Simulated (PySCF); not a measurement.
# Bonding in `CO[SiH2]O[C@@H]1C[C@@H](F)O1`

Species: C4H9FO3Si.
Numbering: `[CH3:1][O:2][SiH2:3][O:4][C@@H:5]1[CH2:6][C@@H:7]([F:8])[O:9]1` (hydrogens: H10, H11, H12 on C1; H13, H14 on Si3; H15 on C5; H16, H17 on C6; H18 on C7)

Geometry (GFN2-xTB, Å), atoms numbered from 1 in this order:
```
atom  x, y, z in Å
C1     3.5800    0.0641    0.1049
O2     2.3251    0.4740   -0.3365
Si3    0.9791   -0.4106   -0.3126
O4     0.0062    0.6635   -1.0569
C5    -1.3215    0.4488   -1.1810
C6    -2.1971    0.9227   -0.0033
C7    -2.5586   -0.5538    0.1105
F8    -3.8655   -0.8128   -0.1991
O9    -1.7088   -0.9116   -0.9408
H10    4.2693    0.9011   -0.0069
H11    3.9391   -0.7827   -0.4838
H12    3.5447   -0.2382    1.1539
H13    0.5535   -0.6867    1.0659
H14    1.0964   -1.6548   -1.0658
H15   -1.6477    0.7814   -2.1748
H16   -3.0285    1.5723   -0.2583
H17   -1.6202    1.3200    0.8251
H18   -2.3541   -1.0904    1.0445
```

Bond orders from the PBE0/pcSseg-1 density (PySCF). The structure is a single GFN2-xTB conformer in the gas phase; no vibrational or solvent corrections.

Problem. How far do the computed orders between heavy atoms stray from the drawn ones?

Solution. The largest departure is 0.099, at C1–O2 (drawn single, 0.901) and O9–C5 (drawn single, 0.904).

Problem. Set the Mayer orders of the bonds beside their lengths.

Solution. 
```json
{"bond": "C1–O2", "drawn as": "single", "length (Å)": "1.392", "Mayer order": "0.901"}
{"bond": "O2–Si3", "drawn as": "single", "length (Å)": "1.611", "Mayer order": "1.019"}
{"bond": "Si3–O4", "drawn as": "single", "length (Å)": "1.629", "Mayer order": "0.935"}
{"bond": "O4–C5", "drawn as": "single", "length (Å)": "1.351", "Mayer order": "0.984"}
{"bond": "C5–C6", "drawn as": "single", "length (Å)": "1.542", "Mayer order": "1.017"}
{"bond": "C6–C7", "drawn as": "single", "length (Å)": "1.524", "Mayer order": "1.022"}
{"bond": "C7–F8", "drawn as": "single", "length (Å)": "1.368", "Mayer order": "0.944"}
{"bond": "C7–O9", "drawn as": "single", "length (Å)": "1.398", "Mayer order": "0.973"}
{"bond": "O9–C5", "drawn as": "single", "length (Å)": "1.435", "Mayer order": "0.904"}
{"bond": "C1–H10", "drawn as": "single", "length (Å)": "1.090", "Mayer order": "0.971"}
{"bond": "C1–H11", "drawn as": "single", "length (Å)": "1.092", "Mayer order": "0.965"}
{"bond": "C1–H12", "drawn as": "single", "length (Å)": "1.092", "Mayer order": "0.965"}
{"bond": "Si3–H13", "drawn as": "single", "length (Å)": "1.469", "Mayer order": "0.877"}
{"bond": "Si3–H14", "drawn as": "single", "length (Å)": "1.459", "Mayer order": "0.901"}
{"bond": "C5–H15", "drawn as": "single", "length (Å)": "1.098", "Mayer order": "0.934"}
{"bond": "C6–H16", "drawn as": "single", "length (Å)": "1.085", "Mayer order": "0.938"}
{"bond": "C6–H17", "drawn as": "single", "length (Å)": "1.085", "Mayer order": "0.935"}
{"bond": "C7–H18", "drawn as": "single", "length (Å)": "1.096", "Mayer order": "0.950"}
```

Bonds between the same two heavy elements. C–O: lowest C1–O2 and O9–C5 (0.901, 1.392 Å), highest O4–C5 (0.984, 1.351 Å); in 1 of the 6 pairs the longer bond (by over 0.003 Å) has the higher order (by 0.02 or more). O–Si: lowest Si3–O4 (0.935, 1.629 Å), highest O2–Si3 (1.019, 1.611 Å). C–C: all 2 within 0.02 of one another (1.017 to 1.022). Bonds named together lie within 0.004.

Problem. Sum the orders of all bonds at each heavy atom with more than one neighbour and set the sums beside the valence in the SMILES.

Solution. C1 3.802 (drawn 4), O2 1.920 (drawn 2), Si3 3.732 (drawn 4), O4 1.919 (drawn 2), C5 3.839 (drawn 4), C6 3.912 (drawn 4), C7 3.889 (drawn 4), O9 1.877 (drawn 2). Orders between atoms that aren't bonded are not in these sums.

The Mayer order sums products of elements of PS (density times overlap matrix) between the two atoms' basis functions, so it depends on the basis set.
